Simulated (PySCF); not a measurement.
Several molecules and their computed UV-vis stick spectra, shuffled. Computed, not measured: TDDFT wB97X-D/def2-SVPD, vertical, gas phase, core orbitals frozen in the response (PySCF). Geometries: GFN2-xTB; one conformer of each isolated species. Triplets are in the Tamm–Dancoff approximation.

A. `CC(=C)[Si@@](C#C)(P)N`
B. `C=CCC#N`
C. `c1occ(P(C)N)c1`

Lowest singlet levels (six at most, fewer where fewer were computed) with oscillator strengths:

1. 231 nm (f 0.022); 210 nm (f 0.062); 200 nm (f 0.113); 197 nm (f 0.050); 190 nm (f 0.064); 183 nm (f 0.050); T1 4.14 eV
2. 205 nm (f 0.048); 203 nm (f 0.056); 199 nm (f 0.023); 194 nm (f 0.095); 192 nm (f 0.026); 187 nm (f 0.046); T1 4.34 eV
3. 162 nm (f 0.390); 159 nm (f 0.006); 156 nm (f 0.065); 154 nm (f 0.014); 151 nm (f 0.006); 146 nm (f 0.004); T1 4.65 eV

Problem. Match each spectrum to its molecule.

Solution. 1 = C, 2 = A, 3 = B.
- A: S1 at 6.05 eV, HOMO→LUMO (28%), HOMO-3→LUMO (21%); Löwdin shares by element: HOMO phosphorus 44%, carbon 26% or more, silicon 9% (atoms not listed hold the other 21%); LUMO carbon 30% or more, phosphorus 15%, silicon 15% (atoms not listed hold the other 41%); HOMO -8.89 and LUMO 1.16 eV.
- B: S1 at 7.63 eV, HOMO→LUMO (90%); Löwdin shares by element: HOMO carbon 83% or more (atoms not listed hold the other 17%); LUMO carbon 70% or more, hydrogen 6% or more (atoms not listed hold the other 24%); HOMO -10.22 and LUMO 1.39 eV.
- C: S1 at 5.38 eV, HOMO→LUMO (64%), HOMO→LUMO+1 (28%); Löwdin shares by element: HOMO phosphorus 44%, nitrogen 24%, carbon 17% or more; LUMO carbon 50% or more, oxygen 16% (atoms not listed hold the other 34%); HOMO -7.87 and LUMO 1.85 eV.
